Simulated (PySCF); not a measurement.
# How the method changes the constants of MgBi⁻

State: ³Π (triplet), unpaired electrons σ ↑, π ↑. Set-up: PySCF, scalar-relativistic core potentials, basis sets Mg def2-SVPD, Bi def2-SVPD with ECP60. De refers to Mg + Bi⁻ in their high-spin ground configurations, without counterpoise correction. The functionals are run spin-unrestricted. A positive dipole points towards Bi; it is taken about the centre of mass and depends on that origin.

```tsv
Level	Re (Å)	ωe (cm⁻¹)	De (eV)	μ (D)	CPU s a point (SCF and correlation, without the integrals)
PBE	2.795	229	n/a	4.93	0.74
BP86	2.796	227	n/a	4.76	0.56
r²SCAN	2.774	237	n/a	4.62	1.1
r²SCANh	2.771	237	n/a	4.50	1.2
PBE0	2.776	233	n/a	4.58	1.3
r²SCAN0	2.767	237	n/a	4.34	1.3
```

The bond length runs from 2.767 Å (r²SCAN0) to 2.796 Å (BP86).

These are scalar-relativistic numbers at best; spin–orbit coupling would shift them, the dissociation energy most. The highest Kohn–Sham level is positive in this anion. Much of that is self-interaction error, but it also means that the finite basis helps to hold the extra electron. The state is the lowest determinant that a PBE0 search found; another state may lie lower at other levels.

The whole job (state search and all levels along the bond) took about 3.9 min on 1 thread of Oxide Virtual Turin-like (shared host), peak memory 0.64 GiB.
